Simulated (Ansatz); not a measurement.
Consider the formal loss of a carbene: `CC(=N)[SiH3]` → `[CH2]` (triplet) + `N=C[SiH3]`.

Gas-phase electronic energies from Ansatz, PBE0-D4/def2-TZVP geometries. CCSD(T)/CBS is the MP2 limit (def2-TZVPP, def2-QZVPP) plus CCSD(T) − MP2 in def2-TZVPP, frozen cores. This one scheme is used for every species. Functionals use def2-TZVPP. Triplets are unrestricted, without spin–orbit coupling. Each species was taken in one conformer, which may not be the lowest.

```csv
species,revPBE energy (Eh)
`CC(=N)[SiH3]`,-424.60221
`[CH2]` (triplet),-39.15798
`N=C[SiH3]`,-385.27790
```

Question: Work out ΔE.

Answer: ΔE = (-39.15798) + (-385.27790) − (-424.60221) = 0.16633 Eh = +436.7 kJ/mol. CCSD(T)/CBS gives +460.5 kJ/mol.

Largest T1 diagnostic among the species: 0.012.

Leaving LDA and LC-ωPBE aside and taking each functional with its dispersion term where it has one, the values, not all of them listed here, spread over 34.0 kJ/mol, from r2SCAN0-D4 to PBE-D4. LDA lies +78.7 kJ/mol from PBE without D4. From PBE to PBE0 (25 % exact exchange), in def2-TZVPP and without D4, ΔE moves by −8.9 kJ/mol.
